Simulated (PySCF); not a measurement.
Correlation energy of Ca²⁺ (calcium, charge +2)

[Ar], closed-shell 1S. All numbers are calculated (PySCF 2.14, the spin-free X2C one-electron Hamiltonian (Gaussian nucleus), in x2c-TZVPPall). Frozen: [Ne]; 8 electrons correlated.

```csv
level,correlation energy (mhartree)
CCSD,-176.84
(T),-2.26
CCSD(T),-179.10
```

Diagnostics: T1 = 0.00085, D1 = 0.0015, largest double amplitude 0.026.

Q: Is a single reference adequate?

A: Yes: T1 lies below 0.03 and no double amplitude reaches 0.07.

This basis was not built for core-valence correlation, so the inner-shell part is incomplete.
